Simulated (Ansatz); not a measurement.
Cartesian coordinates (Å):
```xyz
19

Ga    -0.0110     0.2625    -0.2798
C     -0.4129    -1.0549    -1.7151
H     -0.3802    -0.5589    -2.6997
H     -1.4202    -1.4949    -1.6213
H      0.3220    -1.8754    -1.7454
C     -1.4813     1.4787     0.2922
H     -2.4460     0.9542     0.3946
H     -1.6290     2.2655    -0.4669
H     -1.2663     1.9924     1.2434
C      1.8661     0.8173     0.0402
H      2.5575    -0.0386    -0.0099
H      2.0008     1.3129     1.0154
H      2.1842     1.5395    -0.7303
C     -0.3124    -0.7759     2.6846
O     -0.1821    -1.2001     1.3402
H     -1.2754    -0.2719     2.8652
H      0.4982    -0.0605     2.8731
H     -0.1995    -1.6263     3.3752
H     -0.8676    -1.8413     1.1182
```
Charge 0, multiplicity 1.

The numbers are results of Ansatz (a program for electronic structure) with frozen-core CCSD(T)/cc-pVTZ // PBE0-D3(BJ)/def2-SVP, not measurements.

* **HF energy**: -2157.27644 Ha
* **MP2 correlation energy**: -1.15418 Ha

Q: Estimate the CCSD correlation energy, the (T) correction, the total energy and the T1 diagnostic.

A: 
```json
{
  "CCSD correlation energy": "-1.21636 Ha",
  "(T) correction": "-0.04774 Ha",
  "CCSD(T) total energy": "-2158.54054 Ha",
  "T1 diagnostic": "0.010"
}
```
